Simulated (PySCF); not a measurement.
## Excitation energy of Be by level of theory

Be [He] 2s2 (1S) → Be [He] 2p2 (3P), as a difference of total energies. All numbers are calculated (PySCF 2.14, scalar relativity by spin-free X2C-1e, in aug-cc-pVDZ-DK (4s3p2d, 23 functions)). Correlated levels: valence: 1s2 frozen. The calculations carry no spin-orbit coupling.

Problem. Order these methods by the excitation energy they give, lowest first.
A. SCS-MP2 (valence)
B. UHF
C. MP2 (valence)
D. CCSD (valence)

Solution. B (6.475 eV), C (7.038 eV), A (7.270 eV), D (7.461 eV).

Errors of the correlated levels include the incompleteness of this basis and the frozen core.

With two correlated electrons CCSD is exact in that space.

For comparison: 7.401 eV (measured; NIST levels, between the centres of gravity of the two terms).
